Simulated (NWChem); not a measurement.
System: SbH₂, doublet; SMILES [SbH2]

In the optimisation the excess spin sits in b1 (C2v, its own frame). Not confirmed as a minimum by frequencies. def2 effective core potentials on Sb; no spin-orbit coupling.

### Question
Give the equilibrium geometry at PBE0/def2-SVP with def2 effective core potentials on Sb, spin-unrestricted (NWChem) as a Z-matrix, with the point group.

### Answer
point group C2v; any orientation.
```
Sb
H 1 1.7191
H 1 1.7191 2 90.07
```
